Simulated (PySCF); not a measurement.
Geometries of 2 isomers of C2H5NO2Si, from PBE0-D3(BJ)/def2-SVP geometry optimisation, gas phase in PySCF. One conformer each, no zero-point energy, no frequencies.

Question: Which isomer lies lower at this level?
A.
```xyz
11
angstrom
N      1.554    0.474   -0.833
C      1.253   -0.098    0.352
O      2.064   -0.424    1.199
Si    -0.615   -0.384    0.720
C     -1.674    0.017   -0.854
O     -1.183    0.536   -1.833
H      2.527    0.649   -1.061
H      0.814    0.694   -1.497
H     -0.858   -1.798    1.125
H     -1.067    0.534    1.806
H     -2.772   -0.227   -0.867
```
B.
```xyz
11
angstrom
O     -1.290   -1.413    0.754
C     -1.875   -0.539    0.165
C     -1.151    0.704   -0.283
N      0.091    0.851   -0.120
Si     1.245   -0.279    0.619
O      2.746    0.370    0.324
H     -2.966   -0.612   -0.060
H     -1.768    1.494   -0.753
H      1.275   -1.619   -0.018
H      0.941   -0.313    2.080
H      2.788    1.331    0.353
```

Answer: B. That is `O=C/C=N\[SiH2]O`, 15.1 kcal/mol below the other.

| SMILES | atoms numbered as above | E (Eh) | relative (kcal/mol) | relative (kJ/mol) | dipole (D) |
| --- | --- | --- | --- | --- | --- |
| O=C/C=N\[SiH2]O | [O:1]=[CH:2]/[CH:3]=[N:4]\[SiH2:5][OH:6] | -573.19157 | 0.0 | 0.0 | 3.27 |
| NC(=O)[SiH2]C=O | [NH2:1][C:2](=[O:3])[SiH2:4][CH:5]=[O:6] | -573.16750 | 15.1 | 63.2 | 2.51 |

As drawn, the lower has a C=N bond, an O–H bond and an Si–O bond, which the higher lacks; the higher has an N–H bond, a C(=O)–N unit and an Si–C bond, which the lower lacks.
